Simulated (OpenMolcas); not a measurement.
## Ar4+: the spin-orbit constant, worked from levels

```
Program             : OpenMolcas 26.06
Basis               : ANO-R2 [5s4p3d1f]
Scalar Hamiltonian  : X2C, finite nucleus
Active space        : 4 electrons in 8 orbitals (3s 3p 4s 4p)
State averaging     : 2S+1 = 3 even, 6 roots; 2S+1 = 1 even, 11 roots; 2S+1 = 5 odd, 1 root; 2S+1 = 3 odd, 9 roots; 2S+1 = 1 odd, 8 roots
Spin-orbit coupling : RASSI with atomic mean-field integrals over the reference wave functions, term energies averaged over their components
```

Methods: CASSCF; MS-CASPT2, IPEA 0.25 Eh, imaginary shift 0.1 Eh (closed shells correlated: 2s 2p). Measured levels: Saloman, J. Phys. Chem. Ref. Data 39, 033101 (2010).

**The spin-orbit constant.** For the Hund term 3P of p2, E(J) = (A/2) J(J+1) + constant and ζ = 2S·A = 2A. From J = 0 to J = 2 the energy changes by 3 A.

```csv
Source,E(2) - E(0),A,ζ
CASSCF,1894.0,631.3,1263
MS-CASPT2,1888.7,629.6,1259
measured,2028.8,676.3,1353
```

All in cm-1. MS-CASPT2 is off by -6.9 % and CASSCF by -6.6 %. Both methods take the spin-orbit matrix elements from the reference wave functions, so the second can move ζ only through the term energies and any multistate remixing. Second-order mixing with other terms is absorbed into this ζ.

Over all roots computed the reference weight is 0.84 to 0.98 in MS-CASPT2; the roots of lowest weight are the least certain, and an intruder state may touch them. Active for correlation alone: 4p 4s; no level in the range computed is led by a configuration that fills them, so any true level of that kind is missing. Computed and measured levels are paired by configuration, term and J; levels that our copy of the source lacks, or whose pairing is in doubt (as where it misses far off the trend of its configuration), stay unpaired and out of the deviations. Levels of configurations outside the active space are missing.
